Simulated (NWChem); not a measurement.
Molecule: C3H5BO2; SMILES B1(O)OC=CC1

```xyz
11

O     -0.0558     2.1217     0.0000
B      0.0202     0.7622     0.0000
C      1.2554    -0.2497     0.0000
C      0.5005    -1.5593     0.0000
C     -0.8259    -1.3077     0.0000
O     -1.1722     0.0352     0.0000
H      0.8249     2.5325     0.0000
H      1.9188    -0.1323     0.8869
H      1.9188    -0.1323    -0.8869
H      0.9456    -2.5634     0.0000
H     -1.6740    -2.0069     0.0000
```
Atoms are numbered in this order, from 1.

Level: PBE-D3(BJ)/def2-SVP (NWChem), optimised geometry, unscaled harmonic frequencies. 

Task: List the harmonic frequencies with IR intensities, and the thermochemistry.

Result: 
```json
[
 {"frequency (cm⁻¹)": "173", "IR intensity (km/mol)": "0.0"},
 {"frequency (cm⁻¹)": "355", "IR intensity (km/mol)": "0.9"},
 {"frequency (cm⁻¹)": "358", "IR intensity (km/mol)": "6.9"},
 {"frequency (cm⁻¹)": "483", "IR intensity (km/mol)": "84.2"},
 {"frequency (cm⁻¹)": "527", "IR intensity (km/mol)": "31.3"},
 {"frequency (cm⁻¹)": "558", "IR intensity (km/mol)": "2.5"},
 {"frequency (cm⁻¹)": "704", "IR intensity (km/mol)": "38.4"},
 {"frequency (cm⁻¹)": "760", "IR intensity (km/mol)": "2.9"},
 {"frequency (cm⁻¹)": "811", "IR intensity (km/mol)": "0.7"},
 {"frequency (cm⁻¹)": "820", "IR intensity (km/mol)": "5.9"},
 {"frequency (cm⁻¹)": "886", "IR intensity (km/mol)": "1.9"},
 {"frequency (cm⁻¹)": "931", "IR intensity (km/mol)": "146.1"},
 {"frequency (cm⁻¹)": "945", "IR intensity (km/mol)": "18.9"},
 {"frequency (cm⁻¹)": "1046", "IR intensity (km/mol)": "63.4"},
 {"frequency (cm⁻¹)": "1061", "IR intensity (km/mol)": "9.1"},
 {"frequency (cm⁻¹)": "1134", "IR intensity (km/mol)": "22.7"},
 {"frequency (cm⁻¹)": "1158", "IR intensity (km/mol)": "123.7"},
 {"frequency (cm⁻¹)": "1216", "IR intensity (km/mol)": "68.8"},
 {"frequency (cm⁻¹)": "1326", "IR intensity (km/mol)": "20.9"},
 {"frequency (cm⁻¹)": "1339", "IR intensity (km/mol)": "33.4"},
 {"frequency (cm⁻¹)": "1446", "IR intensity (km/mol)": "340.2"},
 {"frequency (cm⁻¹)": "1628", "IR intensity (km/mol)": "34.3"},
 {"frequency (cm⁻¹)": "2964", "IR intensity (km/mol)": "11.2"},
 {"frequency (cm⁻¹)": "3000", "IR intensity (km/mol)": "5.5"},
 {"frequency (cm⁻¹)": "3148", "IR intensity (km/mol)": "0.3"},
 {"frequency (cm⁻¹)": "3171", "IR intensity (km/mol)": "12.8"},
 {"frequency (cm⁻¹)": "3779", "IR intensity (km/mol)": "85.5"}
]
```

The zero-point energy is 51.0 kcal/mol. The thermal correction to the enthalpy at 298.15 K (with zero-point energy) is 55.0 kcal/mol and the heat capacity Cv comes out as 20.5 cal/(mol K). The entropy at 298.15 K and 1 atm (symmetry number 1) is 73.4 cal/(mol K) and the dipole moment is 2.41 D.

Rigid rotor and harmonic oscillator.
